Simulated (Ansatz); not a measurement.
B₂F₄, charge -1, doublet, geometry from GFN2-xTB (a state made from the parent by changing its charge; the spin is typed, not shown lowest) (a gas-phase anion, which may not be bound at this level); HF/STO-3G (Ansatz, a program for electronic structure).

Input for Ansatz:
Ansatz 0.2 input:
```yaml
crystal:
  periodic: [false, false, false]
  atoms:
    - {symbol: F, position_ang: [-1.54953216, -1.21596691, -0.10577317]}
    - {symbol: B, position_ang: [-0.78082881, -0.04272395, -0.04158793]}
    - {symbol: F, position_ang: [-1.67506405, 1.03952941, -0.06597291]}
    - {symbol: B, position_ang: [0.78082881, 0.04272395, 0.04158793]}
    - {symbol: F, position_ang: [1.67506405, -1.03952941, 0.06597291]}
    - {symbol: F, position_ang: [1.54953216, 1.21596691, 0.10577317]}
basis:
  gaussian:
    orbitals: STO-3G
hamiltonian:
  xc: hf
total_charge: -1
magnetization: {spin_polarized: true, initial_magnetization: 1}
output: {forces: true}
```

It wrote (shortened):

```
Functional definition: HF
429 factors; integrals over basis functions are off by at most 1.9e-4 eV
mean field evaluation 1: about -11994.9557 eV, gradient 2.0e1 eV
mean field evaluation 2: about -11995.1211 eV, gradient 2.0e1 eV
mean field evaluation 4: about -11998.2335 eV, gradient 1.3e0 eV
mean field evaluation 8: about -11998.2517 eV, gradient 3.2e-2 eV
mean field -11998.25167469 eV, -440.9276163378 hartree, gradient 6.9e-5 eV, S^2 0.751913; 0 other end points of the search recorded, 0 dependent functions left out
the calculation of the forces begins
reference -11998.25167469 eV, -440.9276163378 hartree; 24, 23 occupied and 6, 7 virtual orbitals, 429 factors
Total energy: -11998.25167469 eV, -440.9276163378 hartree
Atom 0 at    -1.549532    -1.215967    -0.105773 Å, force     1.084821     1.072825     0.078603 eV/Å
Atom 1 at    -0.780829    -0.042724    -0.041588 Å, force    -2.138340    -0.117002    -0.113891 eV/Å
Atom 2 at    -1.675064     1.039529    -0.065973 Å, force     1.197289    -0.947956     0.042945 eV/Å
Atom 3 at     0.780829     0.042724     0.041588 Å, force     2.138340     0.117002     0.113891 eV/Å
Atom 4 at     1.675064    -1.039529     0.065973 Å, force    -1.197289     0.947956    -0.042945 eV/Å
Atom 5 at     1.549532     1.215967     0.105773 Å, force    -1.084821    -1.072825    -0.078603 eV/Å
Dipole moment:    -0.000000     0.000000     0.000000 e Å
```
